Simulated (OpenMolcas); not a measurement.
S III: input and output

Input:

```
&GATEWAY
Coord
1

S 0.0 0.0 0.0
Basis=ANO-RCC-VQZP
Group=XYZ
NoMove
AngMom=0.0 0.0 0.0
AMFI
&SEWARD
* reference wave functions (RASSCF and RASSI steps not shown): 2 electrons in 3 orbitals (3p)
>>> COPY JOB001 $Project.JobIph
&CASPT2
Multistate=3 1 2 3
Frozen=1 0
IPEA=0.25
Imaginary=0.1
MaxIter=60
WThr=0.0 0.3 0.05
PrWF=0.5
NoMix
>>> COPY JOB002 $Project.JobIph
&CASPT2
Multistate=6 1 2 3 4 5 6
Frozen=1 0
IPEA=0.25
Imaginary=0.1
MaxIter=60
WThr=0.0 0.3 0.05
PrWF=0.5
NoMix
```

Output, cut to the results:

```
--- CASPT2 ---
Orbital specifications:
      -----------------------

      Symmetry species                           1   2
                                                ag  au
      Frozen orbitals                            1   0
      Inactive orbitals                          2   3
      Active orbitals                            0   3
      Secondary orbitals                        27  23
      Deleted orbitals                           0   0
      Number of basis functions                 30  29
Type of calculation                        MS-CASPT2
      Fock operator                              state-specific
      IPEA shift                                 0.25
      Real shift                                 0.00
      Imaginary shift                            0.10
      The input orbitals will be transformed to quasi-canonical
Reference energy:        -397.4146740116
      E2 (Non-variational):      -0.1213335585
      Shift correction:          -0.0001545878
      E2 (Variational):          -0.1214881463
      Total energy:            -397.5361621579
      Residual norm:              0.0000000340
      Reference weight:           0.96609
      Contributions to the CASPT2 correlation energy
      Active & Virtual Only:         -0.0079109813
      One Inactive Excited:          -0.0574928029
      Two Inactive Excited:          -0.0559297743
Reference energy:        -397.4146740116
      E2 (Non-variational):      -0.1213335585
      Shift correction:          -0.0001545878
      E2 (Variational):          -0.1214881463
      Total energy:            -397.5361621579
      Residual norm:              0.0000000340
      Reference weight:           0.96609
      Contributions to the CASPT2 correlation energy
      Active & Virtual Only:         -0.0079109813
      One Inactive Excited:          -0.0574928029
      Two Inactive Excited:          -0.0559297743
::    CASPT2 Root  1     Total energy:   -397.53616216
::    CASPT2 Root  2     Total energy:   -397.53616216
::    CASPT2 Root  3     Total energy:   -397.53616216
::    MS-CASPT2 Root  1     Total energy:   -397.53616216
::    MS-CASPT2 Root  2     Total energy:   -397.53616216
::    MS-CASPT2 Root  3     Total energy:   -397.53616216
--- CASPT2 ---
Orbital specifications:
      -----------------------

      Symmetry species                           1   2
                                                ag  au
      Frozen orbitals                            1   0
      Inactive orbitals                          2   3
      Active orbitals                            0   3
      Secondary orbitals                        27  23
      Deleted orbitals                           0   0
      Number of basis functions                 30  29
Type of calculation                        MS-CASPT2
      Fock operator                              state-specific
      IPEA shift                                 0.25
      Real shift                                 0.00
      Imaginary shift                            0.10
      The input orbitals will be transformed to quasi-canonical
Reference energy:        -397.3520055912
      E2 (Non-variational):      -0.1363195796
      Shift correction:          -0.0002068232
      E2 (Variational):          -0.1365264027
      Total energy:            -397.4885319940
      Residual norm:              0.0000006757
      Reference weight:           0.95836
      Contributions to the CASPT2 correlation energy
      Active & Virtual Only:         -0.0175206697
      One Inactive Excited:          -0.0625024080
      Two Inactive Excited:          -0.0562965019
Reference energy:        -397.3520055912
      E2 (Non-variational):      -0.1361369045
      Shift correction:          -0.0002063403
      E2 (Variational):          -0.1363432448
      Total energy:            -397.4883488360
      Residual norm:              0.0000006554
      Reference weight:           0.95846
      Contributions to the CASPT2 correlation energy
      Active & Virtual Only:         -0.0175220443
      One Inactive Excited:          -0.0624885038
      Two Inactive Excited:          -0.0561263564
::    CASPT2 Root  1     Total energy:   -397.48853199
::    CASPT2 Root  2     Total energy:   -397.48834884
::    CASPT2 Root  3     Total energy:   -397.48805947
::    CASPT2 Root  4     Total energy:   -397.48853522
::    CASPT2 Root  5     Total energy:   -397.48853399
::    CASPT2 Root  6     Total energy:   -397.41533843
::    MS-CASPT2 Root  1     Total energy:   -397.48868354
::    MS-CASPT2 Root  2     Total energy:   -397.48862221
::    MS-CASPT2 Root  3     Total energy:   -397.48849774
::    MS-CASPT2 Root  4     Total energy:   -397.48836952
::    MS-CASPT2 Root  5     Total energy:   -397.48790193
::    MS-CASPT2 Root  6     Total energy:   -397.41527300
```

Levels above the lowest, from the spin-orbit matrix with the single-state CASPT2 energies, averaged by term, on its diagonal:

```json
{"Configuration": "3s2 3p2", "Term": "3P", "J": "0", "E (cm-1)": "0.0", "Measured (cm-1)": "0.0", "g": "", "Term weight %": "100"}
{"Configuration": "3s2 3p2", "Term": "3P", "J": "1", "E (cm-1)": "268", "Measured (cm-1)": "299", "g": "1.501", "Term weight %": "100"}
{"Configuration": "3s2 3p2", "Term": "3P", "J": "2", "E (cm-1)": "756", "Measured (cm-1)": "833", "g": "1.501", "Term weight %": "100"}
{"Configuration": "3s2 3p2", "Term": "1D", "J": "2", "E (cm-1)": "11010", "Measured (cm-1)": "11323", "g": "1.001", "Term weight %": "100"}
{"Configuration": "3s2 3p2", "Term": "1S", "J": "0", "E (cm-1)": "27050", "Measured (cm-1)": "27161", "g": "", "Term weight %": "100"}
```

Against the 4 measured excited levels shown (NIST levels in Podobedova, Kelleher and Wiese, J. Phys. Chem. Ref. Data 38, 171 (2009)) the mean absolute deviation is 130 cm-1; the largest miss in energy is 3s2 3p2 1D2: computed 11010, measured 11323 cm-1 (-2.7 %), and the largest in proportion 3s2 3p2 3P1 (-10.2 %).

CASPT2 does not keep the components of a term degenerate, so their means are used; among the terms shown or strongly mixed into the levels shown the widest spread is 100 cm-1 (3s2 3p2 1D). With the s shell closed, the reference lacks s² → p² mixing. Measured partners are found by configuration, term and J. A level has none where our copy of the source lacks it or the pairing is in doubt (some pairs that miss far off the trend of their configuration count as doubtful), and it then counts in no deviation. Levels of configurations outside the active space are missing.

The term weight is that of the spin-free term in the level, not the purity of its configuration.
